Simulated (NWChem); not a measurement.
System: C3H4ClF; SMILES C/C(Cl)=C\F

NWChem input:

```
start job
memory heap 200 mb stack 900 mb global 1100 mb
geometry units angstroms noautoz
  C     -1.628258    -0.175147     0.000000
  C     -0.153937     0.019660     0.000000
  Cl     0.411197     1.661606     0.000000
  C      0.759682    -0.953369     0.000000
  F      0.402448    -2.235767     0.000000
  H     -2.081998     0.292433     0.887923
  H     -1.867103    -1.246915     0.000000
  H     -2.081998     0.292433    -0.887923
  H      1.839701    -0.790542     0.000000
end
basis spherical
  * library def2-svp
end
dft
  xc xpbe96 cpbe96
  grid coarse
  iterations 150
  mulliken
end
task dft gradient
```

Output (shortened):

```
             Northwest Computational Chemistry Package (NWChem) 7.3.0
             --------------------------------------------------------

 CS  symmetry detected

                             Geometry "geometry" -> ""
                             -------------------------

 Output coordinates in angstroms (scale by  1.889725989 to convert to a.u.)

  No.       Tag          Charge          X              Y              Z
 ---- ---------------- ---------- -------------- -------------- --------------
    1 C                    6.0000    -1.63280921    -0.18817768     0.00000000
    2 C                    6.0000    -0.16003731     0.01801424     0.00000000
    3 Cl                  17.0000     0.39239400     1.66427751     0.00000000
    4 C                    6.0000     0.76107213    -0.94792701     0.00000000
    5 F                    9.0000     0.41375672    -2.23304676     0.00000000
    6 H                    1.0000    -2.09014823     0.27588272     0.88792300
    7 H                    1.0000    -1.86336650    -1.26175903     0.00000000
    8 H                    1.0000    -2.09014823     0.27588272    -0.88792300
    9 H                    1.0000     1.83980088    -0.77676055     0.00000000

 Effective nuclear repulsion energy (a.u.)     211.6584140041

      Symmetry information
      --------------------

 Group name             Cs
 Group number              2
 Group order               2
 No. of unique centers     8

  pbe96 is a nonlocal functional; adding pw91lda local functional.

                                 NWChem DFT Module
                                 -----------------

 Summary of "ao basis" -> "ao basis" (spherical)
 ------------------------------------------------------------------------------
       Tag                 Description            Shells   Functions and Types
 ---------------- ------------------------------  ------  ---------------------
 C                          def2-svp                 6       14   3s2p1d
 Cl                         def2-svp                 8       18   4s3p1d
 F                          def2-svp                 6       14   3s2p1d
 H                          def2-svp                 3        5   2s1p

      Symmetry analysis of basis
      --------------------------

        a'         66
        a"         28

            General Information
            -------------------
          SCF calculation type: DFT
          Wavefunction type:  closed shell.
          No. of atoms     :     9
          No. of electrons :    48
           Alpha electrons :    24
            Beta electrons :    24
          Charge           :     0
          Spin multiplicity:     1
          Use of symmetry is: on ; symmetry adaption is: on
          Maximum number of iterations: 150
          AO basis - number of functions:    94
                     number of shells:    44
          Convergence on energy requested:  1.00D-06
          Convergence on density requested:  1.00D-05
          Convergence on gradient requested:  5.00D-04

              XC Information
              --------------
          PerdewBurkeErnzerhof Exchange Functional  1.000
            Perdew 1991 LDA Correlation Functional  1.000 local
           PerdewBurkeErnz. Correlation Functional  1.000 non-local

             Grid Information
             ----------------
          Grid used for XC integration:  coarse
          Radial quadrature: Mura-Knowles
          Angular quadrature: Lebedev.
          Tag              B.-S. Rad. Rad. Pts. Rad. Cut. Ang. Pts.
          ---              ---------- --------- --------- ---------
          C                   0.70       35          10.0       302
          Cl                  1.00       70          10.0       302
          F                   0.50       35          10.0       302
          H                   0.35       35          11.0       302
          Grid pruning is: on
          Number of quadrature shells:   315
          Spatial weights used:  Erf1

      Superposition of Atomic Density Guess
      -------------------------------------

 Sum of atomic energies:        -673.48757819

      Non-variational initial energy
      ------------------------------

 Total energy =    -675.837426
 1-e energy   =   -1348.093548
 2-e energy   =     460.597708
 HOMO         =      -0.241916
 LUMO         =       0.064271

      Symmetry analysis of molecular orbitals - initial
      -------------------------------------------------

  Numbering of irreducible representations:

     1 a'          2 a"

  Orbital symmetries:

     1 a'          2 a'          3 a'          4 a'          5 a'
     6 a'          7 a'          8 a'          9 a"         10 a'
    11 a'         12 a'         13 a'         14 a'         15 a'
    16 a"         17 a'         18 a'         19 a"         20 a'
    21 a'         22 a"         23 a'         24 a"         25 a"
    26 a'         27 a'         28 a'         29 a'         30 a"
    31 a'         32 a'         33 a'         34 a'

     ---------------------------------------------
      Total Density - Mulliken Population Analysis
     ---------------------------------------------

    Atom       Charge   Shell Charges
 -----------   ------   -------------------------------------------------------
    1 C    6     6.16   1.99  0.96  0.14  2.06  0.99  0.02
    2 C    6     6.05   1.99  0.95  0.21  1.79  1.06  0.05
    3 Cl  17    17.19   2.00  1.99  1.22  0.71  5.94  2.11  3.19  0.03
    4 C    6     5.61   1.99  0.92  0.24  1.73  0.66  0.07
    5 F    9     9.37   1.99  1.14  0.77  3.43  2.03  0.01
    6 H    1     0.89   0.67  0.20  0.03
    7 H    1     0.90   0.67  0.21  0.03
    8 H    1     0.89   0.67  0.20  0.03
    9 H    1     0.94   0.68  0.24  0.02

   convergence    iter        energy       DeltaE   RMS-Dens  Diis-err
 ---------------- ----- ----------------- --------- --------- ---------
 d= 0,ls=0.0,diis     1   -675.9195311058 -8.88D+02  1.63D-02  7.20D-01
 d= 0,ls=0.0,diis     2   -675.8281163943  9.14D-02  1.17D-02  1.61D+00
 d= 0,ls=0.0,diis     3   -675.9820508711 -1.54D-01  3.98D-03  1.34D-01
 d= 0,ls=0.0,diis     4   -675.9882255442 -6.17D-03  2.38D-03  4.82D-02
 d= 0,ls=0.0,diis     5   -675.9942325998 -6.01D-03  6.22D-04  4.85D-03
  Resetting Diis
 d= 0,ls=0.0,diis     6   -675.9948922825 -6.60D-04  1.72D-04  2.29D-04
 d= 0,ls=0.0,diis     7   -675.9949185679 -2.63D-05  1.20D-04  1.90D-05
 d= 0,ls=0.0,diis     8   -675.9949145656  4.00D-06  7.66D-05  5.46D-05
 d= 0,ls=0.0,diis     9   -675.9949207725 -6.21D-06  1.00D-05  1.10D-06
 d= 0,ls=0.0,diis    10   -675.9949208697 -9.71D-08  3.53D-06  1.70D-07

         Total DFT energy =     -675.994920869669
      One electron energy =    -1350.997785152419
           Coulomb energy =      519.332572022887
    Exchange-Corr. energy =      -55.988121744241
 Nuclear repulsion energy =      211.658414004104

 Numeric. integr. density =       47.999973934376

                  Occupations of the irreducible representations
                  ----------------------------------------------

                     irrep           alpha         beta
                     --------     --------     --------
                     a'               19.0         19.0
                     a"                5.0          5.0

                       DFT Final Molecular Orbital Analysis
                       ------------------------------------

 Vector   22  Occ=2.000000D+00  E=-3.033968D-01  Symmetry=a"
              MO Center= -3.2D-02,  9.9D-01,  1.3D-16, r^2= 2.7D+00
   Bfn.  Coefficient  Atom+Function         Bfn.  Coefficient  Atom+Function
  ----- ------------  ---------------      ----- ------------  ---------------
    41      0.503791  3 Cl pz                38      0.392560  3 Cl pz
    35      0.228437  3 Cl pz                20      0.196804  2 C  pz
     6     -0.182277  1 C  pz                23      0.159089  2 C  pz
    75     -0.141724  6 H  s                 85      0.141724  8 H  s
    66      0.136375  5 F  pz                 9     -0.125920  1 C  pz

 Vector   23  Occ=2.000000D+00  E=-2.705727D-01  Symmetry=a'
              MO Center=  2.6D-01,  1.4D+00, -4.5D-15, r^2= 1.9D+00
   Bfn.  Coefficient  Atom+Function         Bfn.  Coefficient  Atom+Function
  ----- ------------  ---------------      ----- ------------  ---------------
    39      0.603304  3 Cl px                36      0.445981  3 Cl px
    33      0.258736  3 Cl px                40     -0.166741  3 Cl py
     4      0.132838  1 C  px                18     -0.125981  2 C  px
    37     -0.124394  3 Cl py                 3      0.106712  1 C  s
    48     -0.090741  4 C  s                 80     -0.089325  7 H  s

[...]

                         DFT ENERGY GRADIENTS

    atom               coordinates                        gradient
                 x          y          z           x          y          z
   1 C      -3.085562  -0.355604   0.000000   -0.001461   0.000099   0.000000
   2 C      -0.302427   0.034042   0.000000    0.007507  -0.006834   0.000000
   3 Cl      0.741517   3.145028   0.000000   -0.002196  -0.006967   0.000000
   4 C       1.438218  -1.791322   0.000000   -0.007422   0.001035   0.000000
   5 F       0.781887  -4.219846   0.000000    0.002862   0.013107   0.000000
   6 H      -3.949807   0.521343   1.677931    0.002712  -0.002247  -0.004170
   7 H      -3.521252  -2.384379   0.000000    0.001430   0.005226   0.000000
   8 H      -3.949807   0.521343  -1.677931    0.002712  -0.002247   0.004170
   9 H       3.476720  -1.467865   0.000000   -0.006144  -0.001174   0.000000
```

Level: PBE/def2-SVP. Geometry: optimised at PBE0/def2-SVP.
